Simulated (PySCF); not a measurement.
Q: What does the PBE0-D3(BJ)/def2-SVP structure of `[H]/P=P\C[SiH3]` look like in three dimensions?

A: 
```xyz
10
CH6P2Si angstrom
Si    -1.248    0.442    0.203
C      0.014   -0.801   -0.472
P      1.314   -1.220    0.778
P      2.683    0.282    0.744
H     -1.792   -0.045    1.505
H     -0.579    1.760    0.412
H     -2.371    0.600   -0.771
H     -0.522   -1.732   -0.725
H      0.451   -0.394   -1.399
H      2.100    1.087   -0.296
```

Any rigid rotation of these coordinates is as good. Atoms count from 1 in this order. Si1 (SiH3 silicon) is tetrahedral (angles from 109.2° to 109.9°). Of the pairs four or more bonds apart, H9···H10 is among the closest relative to their van der Waals radii: 2.48 Å, 103 % of the sum of Bondi's values.

Bonds between heavy atoms (Å): Si1–C2 1.895, C2–P3 1.851, P3=P4 2.032.

Theory: PySCF 2.14.0, PBE0-D3(BJ)/def2-SVP geometry optimisation, gas phase.

Point group: C1 (no symmetry element, even within 0.4 Å). Whether it is a minimum is left open (no frequencies). One conformer, not necessarily the lowest (Si1–C2–P3–P4 -81°).
